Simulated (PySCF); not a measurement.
From orbital energies to excitation energies

Compound: C₃H₁₂BN.
Numbering: `[CH3:1][CH:2]([CH3:3])[BH2-:4][NH3+:5]` (hydrogens: H6, H7, H8 on C1; H9 on C2; H10, H11, H12 on C3; H13, H14 on B4; H15, H16, H17 on N5)

Level of theory: TDDFT PBE0/def2-SVPD, vertical, gas phase, core orbitals frozen in the response in PySCF 2.14.0, density-fitted response routines. One conformer (not necessarily the lowest) at the PBE0-D3(BJ)/def2-SVP geometry, without solvent, vibrations or thermal averaging. Torsions of this conformer, `[CH3:1][CH:2]([CH3:3])[BH2-:4][NH3+:5]`: C1–C2–B4–N5 59°.

Orbital energies (eV): HOMO-3 -8.84, HOMO-2 -8.71, HOMO-1 -7.46, HOMO -7.12, LUMO -0.24, LUMO+1 1.21, LUMO+2 1.38.

Task: Among the lowest singlets, which states do these configurations lead, and at what energies: HOMO-1→LUMO, HOMO→LUMO+1, HOMO→LUMO+2, HOMO-2→LUMO, HOMO→LUMO?

Result: 

| state | leading configuration | weight | Δε (eV) | E (eV) | E − Δε (eV) | f | other configurations |
| --- | --- | --- | --- | --- | --- | --- | --- |
| S1 | HOMO→LUMO | 0.99 | 6.88 | 5.82 | -1.06 | 0.0039 | – |
| S2 | HOMO-1→LUMO | 0.99 | 7.22 | 6.08 | -1.14 | 0.0054 | – |
| S3 | HOMO→LUMO+1 | 0.90 | 8.32 | 7.23 | -1.09 | 0.0063 | – |
| S4 | HOMO→LUMO+2 | 0.89 | 8.50 | 7.37 | -1.13 | 0.025 | – |
| S5 | HOMO-2→LUMO | 0.92 | 8.47 | 7.48 | -1.00 | 0.016 | – |

E − Δε runs from -1.14 to -1.00 eV. By orbital difference alone the order would be S1, S2, S3, S5, S4. Δε is the difference of the two orbital energies.

H and L stand for HOMO and LUMO. The other states: S6 7.53 eV, f 0.042, H→L+3 (92%).

Summed over the main configurations (up to three a state, each over 8%) of all 6 singlets, the electron leaves HOMO with weight 3.71, HOMO-1 with weight 0.99 and HOMO-2 with weight 0.92.
